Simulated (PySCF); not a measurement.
Magnetisability: SMILES CC1=CCCC=C1CCl, C$_{8}$H$_{11}$Cl

Geometry (Å), atoms numbered from 1 in this order:
```xyz
20

C    -1.223    1.896   -0.346
C    -0.196    0.831   -0.108
C     1.103    1.110    0.008
C     2.124    0.048    0.283
C     1.708   -1.273   -0.359
C     0.263   -1.553   -0.085
C    -0.634   -0.567    0.011
C    -2.073   -0.864    0.267
Cl   -2.511   -0.396    1.952
H    -0.744    2.869   -0.425
H    -1.937    1.928    0.475
H    -1.771    1.704   -1.268
H     1.453    2.131   -0.040
H     3.104    0.354   -0.087
H     2.209   -0.081    1.369
H     1.850   -1.218   -1.445
H     2.330   -2.090    0.012
H    -0.042   -2.588   -0.019
H    -2.280   -1.930    0.185
H    -2.740   -0.301   -0.384
```

Theory: GIAO B3LYP/pcSseg-1 magnetisability, rotational g tensor and spin-rotation constants, non-relativistic, gas phase in PySCF. Geometry: GFN2-xTB.

Task: What are the magnetisability and the molar susceptibility?

Result: Isotropic -1513 × 10⁻³⁰ J/T², or -91.1 × 10⁻⁶ cm³/mol; principal values -1740, -1500, -1299 × 10⁻³⁰ J/T², anisotropy 382 × 10⁻³⁰ J/T² (root of half the summed squared differences of the principal values). The susceptibility is in cgs units.

Task: Split it along the inertial axes a, b, c into diamagnetic and paramagnetic parts about the centre of mass, with the quadrupole moment.

Result: 
| axis | χ (10⁻⁶ cm³/mol) | diamagnetic (10⁻⁶ cm³/mol) | paramagnetic (10⁻⁶ cm³/mol) | summed x² of all electrons (Å²) | quadrupole Θ (D Å) |
| --- | --- | --- | --- | --- | --- |
| a | -90.9 | -697.8 | 606.9 | 264.7 | -3.12 |
| b | -80.5 | -1326.1 | 1245.6 | 116.6 | +4.08 |
| c | -101.8 | -1617.8 | 1516.0 | 47.9 | -0.96 |

Anisotropies 2χaa − χbb − χcc = +0.4 and 2χbb − χaa − χcc = +31.7 × 10⁻⁶ cm³/mol. Θ is traceless in Buckingham's convention.

Task: And the rotational g tensor?

Result: 
| axis | rotational constant (GHz) | g | nuclear part | electronic part |
| --- | --- | --- | --- | --- |
| a | 2.2146 | -0.0177 | 0.6137 | -0.6314 |
| b | 0.9718 | -0.0145 | 0.5542 | -0.5686 |
| c | 0.7961 | -0.0028 | 0.5642 | -0.5670 |

Asymmetric top; isotopes 12C, 35Cl, 1H; no vibrational averaging.
